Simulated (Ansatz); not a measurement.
Molecule: sum formula MnOH, net charge 0, septet state. The spin state was set by rule; other spins were not relaxed. 
Structure (B3LYP-D3(BJ)/def2-TZVP (Ansatz, a first-principles code) minimum search):
```
O
H 1 0.9572
Mn 1 1.8453 2 145.65
```
Charge 0, spin multiplicity 7.

Computed values are from Ansatz. Correlated levels leave the core frozen unless marked. UHF or UKS for open shells. No spin-orbit coupling. The frozen core is the preceding noble-gas configuration, with the filled d and f shells of earlier blocks. Non-relativistic. Basis-set limits of correlation are two-point, X^-3; Hartree-Fock from the larger set.

```yaml
atomisation energy De: 186.0 kcal/mol at CCSD(T)/CBS(def2-TZVPPD,def2-QZVPPD)
vertical ionisation energy (to the sextet): 7.49 eV at CCSD(T)/CBS(def2-TZVPPD,def2-QZVPPD)
total_energy: -1225.8185 Eh at CCSD(T)/CBS(def2-TZVPPD,def2-QZVPPD)
dipole_moment: 1.21 D at CCSD(T)/def2-SVPD
T1 diagnostic: 0.021 at CCSD/def2-QZVPPD
```
